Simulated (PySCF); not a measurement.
## Al⁺ (aluminium, charge +1): UHF calculation

Configuration: [Ne] 3s2, closed-shell 1S. Computed with PySCF 2.14 in def2-TZVP, with the non-relativistic Hamiltonian (point nucleus).

```
Total energy                                     : -241.668735 hartree
One-electron energy                              : -332.8450 hartree
Hartree (Coulomb) energy                         : 109.0683 hartree
Exchange energy                                  : -17.8921 hartree
Kinetic energy                                   : 241.65561 hartree
⟨S²⟩                                             : 0.0000
⟨L²⟩                                             : 0.000
Sum of ⟨r⟩                                       : 9.946 bohr
Sum of ⟨r²⟩                                      : 17.34 bohr²
Density at the nucleus (Gaussians lack the cusp) : 1350 bohr⁻³
Langevin diamagnetic susceptibility              : -13.7 ×10⁻⁶ cm³/mol
Time after the integrals                         : 0.07 s of wall time on 1 thread of Neoverse-V2 (shared host)
```

```json
{"shell": "1s", "electrons": "2", "mean orbital energy (eV)": "-1600.3", "rms radius, mean of both spins (bohr)": "0.139"}
{"shell": "2s", "electrons": "2", "mean orbital energy (eV)": "-141.96", "rms radius, mean of both spins (bohr)": "0.677"}
{"shell": "2p", "electrons": "6", "mean orbital energy (eV)": "-95.846", "rms radius, mean of both spins (bohr)": "0.675"}
{"shell": "3s", "electrons": "2", "mean orbital energy (eV)": "-17.746", "rms radius, mean of both spins (bohr)": "2.61"}
```
